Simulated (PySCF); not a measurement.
C₆H₇F, SMILES C=C1C=C(F)CC1.

Geometry optimised at PBE0-D3(BJ)/def2-SVP. The structure was generated by enumeration, and PubChem lists no compound with its InChIKey, so it may never have been made. Other conformers were not sampled.

Calculation: PySCF with HF/def2-TZVP.

Isolated molecule, no solvent.

| Quantity | Value |
|---|---|
| total energy | -330.81002 hartree |
| highest occupied level | -8.36 eV |
| lowest empty level | 3.41 eV |
| orbital gap | 11.77 eV |
| dipole moment | 1.31 D |
| quadrupole, principal values (traceless, Buckingham form, about the centre of nuclear charge) | -5.15, -1.52, 6.67 D·Å |
| mean static polarisability | 70.0 bohr³ (10.38 Å³) |
| polarisability, principal values | 46.0, 61.7, 102.4 bohr³ |
